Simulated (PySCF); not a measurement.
Bond length, frequency and bond energy of TlO⁻ by level of theory

State: ¹Σ⁺ (singlet), closed shell. Set-up: PySCF, scalar-relativistic core potentials, basis sets Tl aug-cc-pVDZ-PP with ECP60, O aug-cc-pVDZ. De refers to Tl + O⁻ in their high-spin ground configurations, without counterpoise correction. A positive dipole points towards O; it is taken about the centre of mass and depends on that origin.

```csv
Level,Re (Å),ωe (cm⁻¹),De (eV),μ (D)
RHF-MP2,2.053,576,n/a,n/a
RHF-SCS-MP2,2.051,578,n/a,n/a
RHF-CCSD,2.019,624,n/a,n/a
RHF-CCSD(T),2.046,576,n/a,n/a
PBE,2.057,559,3.92,-5.15
PW91,2.055,561,3.95,-5.17
r²SCAN,2.030,599,3.67,-5.16
r²SCANh,2.019,614,3.48,-5.32
B3LYP,2.039,589,3.39,-5.65
PBE0,2.016,614,3.41,-5.48
```

What does a quarter of exact exchange do here, going from PBE to PBE0?

PBE0 less PBE: -4.1 pm in Re, +9.8 % in ωe, -0.51 eV in De. Exact exchange removes part of the self-interaction that spreads semilocal densities, and in most molecules shortens and stiffens the bond and lowers De; so it does here.

What does the step from GGA to meta-GGA do here, going from PBE to r²SCAN?

r²SCAN less PBE: -2.7 pm in Re, +7.2 % in ωe, -0.25 eV in De. 

Correlated steps freeze 5 core orbitals. These are scalar-relativistic numbers at best; spin–orbit coupling would shift them, the dissociation energy most. For an ion De counts to the pair picked by the measured ionisation energies or electron affinities, which need not be the lowest pair at this level. The highest Kohn–Sham level is positive in this anion. Much of that is self-interaction error, but it also means that the finite basis helps to hold the extra electron. The CCSD T1 diagnostic is raised, a sign that a single reference may not be enough here.

The whole job (state search and all levels along the bond) took about 2.7 min on 1 thread of Arm Neoverse V2 (shared host), peak memory 0.7 GiB.
